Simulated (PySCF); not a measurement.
## Ionisation energy of Al²⁺ by level of theory

Al²⁺ [Ne] 3s1 (2S) → Al³⁺ [Ne] (1S), as a difference of total energies. Calculation: PySCF 2.14, in jorge-DZP-DKH; scalar relativity by spin-free X2C-1e. The calculations carry no spin-orbit coupling.

```
method  ionisation energy (eV)  error (eV)
   UHF                  28.034      -0.414
   PBE                  28.805      +0.357
  TPSS                  28.494      +0.046
```

Reference: 28.448 eV (measured; NIST Atomic Spectra Database, ionization energies).
